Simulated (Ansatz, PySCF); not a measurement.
Reaction (SMILES): C#C[SiH2][SiH2][SiH3] + 6 [H][H] (H2) → 2 C (CH4) + 3 [SiH4] (SiH4)
Structures are relaxed separately at B3LYP-D3(BJ)/def2-TZVP in Ansatz (a quantum-chemistry and plane-wave program), one conformer each, not searched for the lowest. Frequencies are from Ansatz or PySCF.

Wanted: energy of full hydrogenation (0 K, with B3LYP-D3(BJ) harmonic zero-point energies), in eV. Correlated levels leave the core frozen unless marked. No spin-orbit coupling. Non-relativistic unless marked X2C. CBS marks a two-point X^-3 extrapolation of the correlation energy; Hartree-Fock from the larger set.

```csv
level,program,energy of full hydrogenation (eV)
PBE-D3(BJ)/def2-TZVPD,Ansatz + dftd3,-3.46
PBE-D4/def2-TZVPD,Ansatz + dftd4,-3.43
BLYP/def2-TZVPD,Ansatz,-3.52
revPBE/def2-TZVPD,Ansatz,-3.39
PBE0/def2-TZVP,Ansatz,-4.03
PBE0/def2-QZVPP,Ansatz,-4.06
BHLYP-D4/def2-TZVPD,Ansatz + dftd4,-4.13
```

Question: What does CCSD(T)/CBS(cc-pV(T+d)Z,cc-pV(Q+d)Z) (Ansatz) give?

Answer: -3.59 eV
